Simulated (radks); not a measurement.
Results of a calculation; reference values are marked as such.
Ta I, configuration [Xe] 4f14 5d2.5 6s2 6p0.5 (fractional occupations, a model configuration). Level of theory: Dirac Kohn-Sham, PBE, spin-unpolarised, spherical densities, finite nucleus; open shells are shared between the two j in proportion to 2j + 1; Fermi nuclear charge, rms radius 5.3507 fm (a radial shooting solver on a logarithmic mesh with Libxc functionals).

Normalised radial functions P(r) = r R(r) (large component), r in bohr:

r,4f5/2,6s1/2,5d3/2
0.003413,0.0000,0.0439,0.0002
0.0047,0.0000,0.0511,0.0004
0.006472,0.0000,0.0564,0.0008
0.008913,0.0001,0.0570,0.0018
0.01227,0.0002,0.0492,0.0040
0.0169,0.0006,0.0289,0.0088
0.02328,0.0017,-0.0056,0.0187
0.03206,0.0052,-0.0494,0.0378
0.04415,0.0149,-0.0847,0.0714
0.0608,0.0403,-0.0817,0.1219
0.08372,0.1007,-0.0175,0.1794
0.1153,0.2273,0.0835,0.2092
0.1588,0.4523,0.1277,0.1542
0.2187,0.7712,0.0268,-0.0183
0.3011,1.0964,-0.1460,-0.2351
0.4147,1.2702,-0.1607,-0.3135
0.5711,1.1855,0.0668,-0.1241
0.7865,0.8997,0.2876,0.2511
1.083,0.5590,0.2081,0.5940
1.492,0.2798,-0.1575,0.7338
2.054,0.1088,-0.5191,0.6554
2.829,0.0313,-0.6334,0.4621
3.895,0.0061,-0.4837,0.2568
5.364,0.0007,-0.2401,0.1061
7.387,0.0000,-0.0749,0.0305
10.17,0.0000,-0.0131,0.0054
14.01,0.0000,-0.0011,0.0005

4f5/2: eigenvalue -27.546 eV, 0 radial nodes, <r> = 0.634 bohr, 90 % of the charge inside 1.06 bohr. 6s1/2: eigenvalue -6.233 eV, 5 radial nodes at r = 0.0223, 0.0887, 0.230, 0.529, 1.32 bohr, <r> = 3.21 bohr, 90 % of the charge inside 4.75 bohr. 5d3/2: eigenvalue -5.235 eV, 2 radial nodes at r = 0.213, 0.641 bohr, <r> = 2.11 bohr, 90 % of the charge inside 3.39 bohr.
